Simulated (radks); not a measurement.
The numbers below are computed, except where a source is named.
Charge is removed step by step from the 5s down level of the indium ion In+, starting from [Kr] 4d10 5s(up 1, down 1). Level of theory: scalar-relativistic Kohn-Sham, PBEsol, spin-polarised, spherical densities, finite nucleus; Fermi nuclear charge, rms radius 4.6156 fm (a radial shooting solver on a logarithmic mesh with Libxc functionals).

| removed (e) | E - E(0) (eV) | eigenvalue (eV) | E minus straight line (eV) |
|---|---|---|---|
| 0 | 0.000 | -14.984 | 0.000 |
| 0.125 | 1.934 | -15.973 | -0.438 |
| 0.25 | 3.993 | -16.967 | -0.752 |
| 0.375 | 6.176 | -17.966 | -0.941 |
| 0.5 | 8.484 | -18.969 | -1.005 |
| 0.625 | 10.917 | -19.977 | -0.944 |
| 0.75 | 13.477 | -20.990 | -0.756 |
| 0.875 | 16.164 | -22.007 | -0.441 |
| 1 | 18.978 | -23.013 | 0.000 |

Removing the whole electron costs 18.978 eV by Delta-SCF, against 14.984 eV from minus the eigenvalue at the starting occupation. Slater's transition state (half an electron removed) gives 18.969 eV. Integrating minus the eigenvalue over the occupation (Janak's theorem) gives 18.981 eV. In this scalar-relativistic scheme the density is built from large components alone, so the theorem holds only approximately. The mean slope of the eigenvalue, de/dn, is 8.03 eV per electron. Ionisation energy of In+ in the NIST Atomic Spectra Database: 18.870 eV (measured).
